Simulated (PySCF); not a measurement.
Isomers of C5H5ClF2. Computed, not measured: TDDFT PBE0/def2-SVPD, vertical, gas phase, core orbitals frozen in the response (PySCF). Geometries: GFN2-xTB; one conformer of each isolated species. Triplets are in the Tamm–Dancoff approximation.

A. `FC1C[C@@H](Cl)[C@H](F)C=1`
B. `C#CCC(CCl)(F)F`
C. `C=C/C(F)=C(\Cl)CF`

Lowest singlet levels (six at most, fewer where fewer were computed) with oscillator strengths:

1. 6.67 eV (f 0.000); 7.00 eV (f 0.003); 7.09 eV (f 0.001); 7.36 eV (f 0.006); 7.42 eV (f 0.001); 7.60 eV (f 0.002); T1 5.43 eV
2. 5.08 eV (f 0.537); 6.03 eV (f 0.002); 6.13 eV (f 0.000); 6.61 eV (f 0.119); 6.66 eV (f 0.072); 7.11 eV (f 0.006); T1 2.88 eV
3. 6.79 eV (f 0.046); 7.12 eV (f 0.005); 7.21 eV (f 0.035); 7.29 eV (f 0.118); 7.51 eV (f 0.011); 7.59 eV (f 0.009); T1 4.49 eV

**Question.** Which spectrum belongs to which structure?

**Answer.** 1 = B, 2 = C, 3 = A.
- A: S1 at 6.79 eV, HOMO→LUMO (52%), HOMO→LUMO+1 (39%); Löwdin shares by element: HOMO carbon 69% or more, fluorine 11% or more (atoms not listed hold the other 20%); LUMO carbon 58% or more, fluorine 8% or more (atoms not listed hold the other 34%); HOMO -8.00 and LUMO -0.37 eV.
- B: S1 at 6.67 eV, HOMO→LUMO+1 (59%), HOMO→LUMO (16%), HOMO-1→LUMO+3 (9%); Löwdin shares by element: HOMO carbon 87% or more; LUMO chlorine 48%, carbon 28% or more, fluorine 6% or more (atoms not listed hold the other 18%); HOMO -8.32 and LUMO 0.12 eV.
- C: S1 at 5.08 eV, HOMO→LUMO (95%); Löwdin shares by element: HOMO carbon 57% or more, chlorine 19% (atoms not listed hold the other 24%); LUMO carbon 76% or more (atoms not listed hold the other 24%); HOMO -7.15 and LUMO -1.78 eV.
A and B have S1 within 0.13 eV of each other; their strongest listed levels stand at 7.29 eV (f 0.118) and 7.36 eV (f 0.006).
